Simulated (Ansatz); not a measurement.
A relaxation, step by step

GaSiH5, singlet, CAM-B3LYP-D4/def2-mTZVP (Ansatz 0.2.0). Settings:

```yaml
hamiltonian: {xc: {name: CAM-B3LYP}, dispersion: d4}
relax: {f_tol: 0.01, max_steps: 60, escape_saddle: false}
```

Start, the saddle point found with PBE0-D4 in triple zeta (not stationary at another level):

| atom | x (Å) | y (Å) | z (Å) |
| --- | --- | --- | --- |
| Ga1 | -1.1483 | -0.6625 | 1.5682 |
| Si2 | 0.6466 | 0.3910 | -0.1808 |
| H3 | -0.9147 | -0.5844 | -0.2893 |
| H4 | -1.8537 | -1.1465 | 0.0026 |
| H5 | 1.9106 | -0.2018 | 0.3435 |
| H6 | 0.5956 | 1.8254 | 0.2256 |
| H7 | 0.7639 | 0.3788 | -1.6698 |

```csv
step,energy less the last (meV),largest force component (eV/Å)
1,976.0,0.155
2,963.7,0.321
3,872.5,1.144
4,558.9,1.974
5,233.2,1.506
6,61.6,0.307
7,28.7,0.183
8,3.9,0.046
9,0.6,0.042
10,0.3,0.042
11,0.1,0.002
12,0.1,0.015
13,0.0,0.016
14,0.0,0.009
```

Step 6, positions (Å) and forces (eV/Å):

```csv
atom,x,y,z,Fx,Fy,Fz
Ga1,-1.563,-0.915,1.714,-0.128,-0.081,-0.110
Si2,0.777,0.472,-0.378,0.307,0.167,-0.162
H3,-0.458,-0.302,-0.196,-0.175,-0.100,0.130
H4,-2.265,-1.401,0.258,-0.076,-0.041,0.213
H5,1.914,-0.197,0.282,-0.011,-0.035,0.014
H6,0.621,1.836,0.158,-0.041,0.013,0.013
H7,0.976,0.507,-1.836,0.123,0.077,-0.098
```

Step 11, positions (Å) and forces (eV/Å):

```
atom       x       y       z      Fx      Fy      Fz
 Ga1  -1.769  -1.023   1.800   0.001   0.001  -0.002
 Si2   0.879   0.530  -0.451  -0.002  -0.001   0.000
  H3  -0.367  -0.255  -0.272   0.000   0.000   0.000
  H4  -2.582  -1.597   0.452   0.000   0.000   0.002
  H5   1.985  -0.162   0.241   0.000   0.000   0.001
  H6   0.685   1.875   0.125   0.000   0.000   0.001
  H7   1.169   0.633  -1.895   0.001   0.000   0.000
```

Step 13, positions (Å) and forces (eV/Å):

| atom | x | y | z | Fx | Fy | Fz |
| --- | --- | --- | --- | --- | --- | --- |
| Ga1 | -1.753 | -1.009 | 1.796 | -0.001 | -0.001 | -0.002 |
| Si2 | 0.876 | 0.527 | -0.452 | -0.013 | -0.007 | -0.002 |
| H3 | -0.372 | -0.262 | -0.295 | 0.016 | 0.010 | -0.001 |
| H4 | -2.580 | -1.596 | 0.463 | 0.001 | 0.001 | 0.002 |
| H5 | 1.975 | -0.169 | 0.246 | -0.004 | 0.002 | -0.001 |
| H6 | 0.673 | 1.867 | 0.134 | 0.000 | -0.005 | -0.001 |
| H7 | 1.181 | 0.643 | -1.892 | 0.000 | 0.000 | 0.006 |

Last step (14):

```xyz
7
angstrom
Ga -1.7415 -0.9998 1.7943
Si 0.8733 0.5249 -0.4535
H -0.3748 -0.2664 -0.3120
H -2.5787 -1.5953 0.4713
H 1.9664 -0.1740 0.2507
H 0.6635 1.8606 0.1392
H 1.1917 0.6501 -1.8900
```

The run took about 22 s on 2 CPU threads of an Arm Neoverse V2 (shared host).
